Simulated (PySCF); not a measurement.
Input file for PySCF: R-HF/STO-3G on GeH4 (SMILES [GeH4]).

```python
from pyscf import gto, scf, dft, mp
from pyscf.data.elements import chemcore

mol = gto.M(
    atom='''
    Ge    0.00278468   -0.05389299    3.32575856
    H     0.16230253   -0.97509298    4.54213266
    H     0.00206491   -0.92646081    2.05334456
    H     1.17450775    0.93211533    3.24685554
    H    -1.32673365    0.70618286    3.40361627
    ''',
    basis='sto-3g',
    charge=0, spin=0, verbose=3, max_memory=1800)
mf = scf.RHF(mol)
mf.conv_tol = 1e-8
mf.max_cycle = 100
mf.kernel()
if not mf.converged:
    mf = mf.newton().run(mf.mo_coeff, mf.mo_occ)
```

Question: What total energy does the run end on?

Answer: -2054.0732 hartree.
